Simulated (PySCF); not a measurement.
Species: C₃H₇ClO₂Si.
SMILES with atom numbers: `[Cl:1][SiH:2]1[O:3][CH2:4][CH2:5][CH2:6][O:7]1` (hydrogens: H8 on Si2; H9, H10 on C4; H11, H12 on C5; H13, H14 on C6)

The same species was optimised twice, with GFN2-xTB and with PBE0-D3(BJ)/def2-SVP (PySCF), and the same property calculations (PySCF, gas phase) were run on both structures.

```json
{"coordinate": "Cl1–Si2 (Å)", "GFN2-xTB": "1.988", "PBE0-D3(BJ)/def2-SVP": "2.066", "change": "+0.078"}
{"coordinate": "Si2–O7 (Å)", "GFN2-xTB": "1.626", "PBE0-D3(BJ)/def2-SVP": "1.650", "change": "+0.024"}
{"coordinate": "Si2–O3 (Å)", "GFN2-xTB": "1.626", "PBE0-D3(BJ)/def2-SVP": "1.650", "change": "+0.024"}
{"coordinate": "O3–C4 (Å)", "GFN2-xTB": "1.407", "PBE0-D3(BJ)/def2-SVP": "1.418", "change": "+0.011"}
{"coordinate": "C6–O7 (Å)", "GFN2-xTB": "1.407", "PBE0-D3(BJ)/def2-SVP": "1.418", "change": "+0.011"}
{"coordinate": "C5–C6 (Å)", "GFN2-xTB": "1.524", "PBE0-D3(BJ)/def2-SVP": "1.523", "change": "-0.001"}
{"coordinate": "C4–C5 (Å)", "GFN2-xTB": "1.524", "PBE0-D3(BJ)/def2-SVP": "1.523", "change": "-0.001"}
{"coordinate": "Si2–O7–C6 (°)", "GFN2-xTB": "122.5", "PBE0-D3(BJ)/def2-SVP": "118.6", "change": "-3.9"}
{"coordinate": "Si2–O3–C4 (°)", "GFN2-xTB": "122.4", "PBE0-D3(BJ)/def2-SVP": "119.0", "change": "-3.4"}
{"coordinate": "C4–C5–C6 (°)", "GFN2-xTB": "111.0", "PBE0-D3(BJ)/def2-SVP": "112.8", "change": "+1.8"}
{"coordinate": "O3–Si2–O7 (°)", "GFN2-xTB": "108.3", "PBE0-D3(BJ)/def2-SVP": "107.0", "change": "-1.3"}
{"coordinate": "C5–C6–O7 (°)", "GFN2-xTB": "112.6", "PBE0-D3(BJ)/def2-SVP": "111.8", "change": "-0.8"}
{"coordinate": "O3–C4–C5 (°)", "GFN2-xTB": "112.6", "PBE0-D3(BJ)/def2-SVP": "111.9", "change": "-0.7"}
{"coordinate": "Cl1–Si2–O7 (°)", "GFN2-xTB": "109.1", "PBE0-D3(BJ)/def2-SVP": "108.6", "change": "-0.5"}
{"coordinate": "Cl1–Si2–O3 (°)", "GFN2-xTB": "109.2", "PBE0-D3(BJ)/def2-SVP": "109.0", "change": "-0.2"}
```

Rotational constants: A = 3846, B = 1310, C = 1083 MHz (GFN2-xTB) against A = 3071, B = 1416, C = 1239 MHz (PBE0-D3(BJ)/def2-SVP). Some torsions differ by more than 30° (Cl1–Si2–O3–C4 133° against 83°; Cl1–Si2–O7–C6 -133° against -82°), so the changes below aren't those of bond lengths and angles alone. Point groups within 0.08 Å: Cs and Cs. Atoms that the bonding makes alike are paired by their places after alignment.

On the GFN2-xTB structure: lowest singlet, TDDFT (eV) 7.90 [CAM-B3LYP/def2-SVPD]; isotropic polarisability (au) 74.5 [CAM-B3LYP/def2-SVPD]; HOMO (eV) -9.75 [CAM-B3LYP/def2-SVPD]; LUMO (eV) 1.06 [CAM-B3LYP/def2-SVPD]; dipole (D) 3.36 [CAM-B3LYP/def2-SVPD]; HOMO (eV) -8.31 [PBE0/pcSseg-1]; LUMO (eV) 1.05 [PBE0/pcSseg-1]; dipole (D) 3.51 [PBE0/pcSseg-1]; GIAO shielding of Cl1 (ppm) 865.4 [PBE0/pcSseg-1]; GIAO shielding of Si2 (ppm) 388.9 [PBE0/pcSseg-1]; GIAO shielding of O3/O7 (mean) (ppm) 273.0 [PBE0/pcSseg-1]; GIAO shielding of C4/C6 (mean) (ppm) 118.1 [PBE0/pcSseg-1]; GIAO shielding of C5 (ppm) 151.6 [PBE0/pcSseg-1].

Task: What do these properties become on the PBE0-D3(BJ)/def2-SVP structure?

Result: 
| property | level | on GFN2-xTB | on PBE0-D3(BJ)/def2-SVP | change |
| --- | --- | --- | --- | --- |
| lowest singlet, TDDFT (eV) | CAM-B3LYP/def2-SVPD | 7.90 | 8.02 | +0.12 |
| isotropic polarisability (au) | CAM-B3LYP/def2-SVPD | 74.5 | 75.8 | +1.3 |
| HOMO (eV) | CAM-B3LYP/def2-SVPD | -9.75 | -9.85 | -0.10 |
| LUMO (eV) | CAM-B3LYP/def2-SVPD | 1.06 | 1.08 | +0.02 |
| dipole (D) | CAM-B3LYP/def2-SVPD | 3.36 | 2.70 | -0.66 |
| energy, GFN2-xTB geometry as zero (kcal/mol) | CAM-B3LYP/def2-SVPD | 0.0 | -5.1 | -5.1 |
| HOMO (eV) | PBE0/pcSseg-1 | -8.31 | -8.39 | -0.08 |
| LUMO (eV) | PBE0/pcSseg-1 | 1.05 | 1.11 | +0.06 |
| dipole (D) | PBE0/pcSseg-1 | 3.51 | 2.82 | -0.69 |
| energy, GFN2-xTB geometry as zero (kcal/mol) | PBE0/pcSseg-1 | 0.0 | -4.4 | -4.4 |
| GIAO shielding of Cl1 (ppm) | PBE0/pcSseg-1 | 865.4 | 875.8 | +10.4 |
| GIAO shielding of Si2 (ppm) | PBE0/pcSseg-1 | 388.9 | 382.8 | -6.1 |
| GIAO shielding of O3/O7 (mean) (ppm) | PBE0/pcSseg-1 | 273.0 | 260.3 | -12.7 |
| GIAO shielding of C4/C6 (mean) (ppm) | PBE0/pcSseg-1 | 118.1 | 119.1 | +1.0 |
| GIAO shielding of C5 (ppm) | PBE0/pcSseg-1 | 151.6 | 150.6 | -1.0 |

The heavy atoms differ by 0.370 Å rms after alignment (one structure mirrored). Among bonds between heavy atoms Cl1–Si2 changes most (+0.078 Å). Changes are differences of the printed values. Neither structure is proved a minimum here.
